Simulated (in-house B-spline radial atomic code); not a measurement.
A fraction x of an electron is removed from 2p in the fluorine ion F³⁺, starting from [He] 2s2 2p2 and keeping the highest spin. All numbers are computed (non-relativistic CAM-B3LYP, spin-polarised, spherical fractional occupations; point nucleus) with an all-electron radial atomic-structure program (B-spline basis), not measured.

Caution: exact exchange at fractional occupations of open shells leaves self-interaction of up to several eV.

```
   x  E(x) - E(0) (eV)  2p up level (eV)
   0            0.0000           -76.902
0.06            4.6534           -78.211
0.22           17.4486           -81.737
0.37           29.9598           -85.087
0.48           39.4557           -87.570
 0.5           41.2116           -88.023
0.51           42.0930           -88.251
0.74           62.9952           -93.523
0.84           72.4634           -95.843
0.99           87.1025           -99.351
   1           88.0972           -99.586
```

The exact functional would give a straight line between the two integer points. Deviations E(x) - E(0) - x[E(1) - E(0)], in eV: -0.632 at x = 0.06, -1.933 at x = 0.22, -2.636 at x = 0.37, -2.831 at x = 0.48, -2.837 at x = 0.5, -2.837 at x = 0.51, -2.197 at x = 0.74, -1.538 at x = 0.84, -0.114 at x = 0.99.

The curve lies below the straight line by up to 2.837 eV (at x = 0.5): convex, the delocalisation error, to which spherically averaged exact exchange adds.

Q: How well does Slater's transition state (minus the level at half occupation) give the ionisation energy?

A: It gives 88.023 eV against 88.097 eV from the two total energies; NIST lists 87.17 eV, ground level to ground level. The end point has an open shell averaged over its orbitals, so its exact exchange keeps a self-interaction and this is no true integer point.
